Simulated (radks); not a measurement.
Problem. Coherent X-ray form factor from a spherical all-electron density. Method: scalar-relativistic Kohn-Sham, r2SCAN, spin-polarised, spherical densities, finite nucleus; meta-GGA in the generalised Kohn-Sham scheme; Fermi nuclear charge, rms radius of each element as measured or else 0.836 A^(1/3) + 0.57 fm; computed with a radial shooting solver on a logarithmic mesh with Libxc functionals.

| sin(theta)/lambda (1/angstrom) | f0 (electrons) |
|---|---|
| 0.05 | 48.872 |
| 0.1 | 48.492 |
| 0.15 | 47.869 |
| 0.2 | 47.019 |
| 0.25 | 45.963 |
| 0.3 | 44.725 |
| 0.4 | 41.819 |
| 0.5 | 38.546 |
| 0.6 | 35.145 |
| 0.8 | 28.742 |
| 1 | 23.634 |
| 1.25 | 19.309 |
| 1.5 | 16.631 |
| 2 | 13.156 |

The species is in the configuration that NIST lists as its ground one. Which atom or ion scatters so?

Solution. The ytterbium ion Yb21+, [Kr] 4d10 4f3. Extrapolating in s^2 from the first two rows gives f0(0) = 49.0, near the electron count 49; among species with that count, the fall with angle is slower the higher Z, and the table is that of Z = 70; from so few rows the species is fixed only to a neighbour or two.
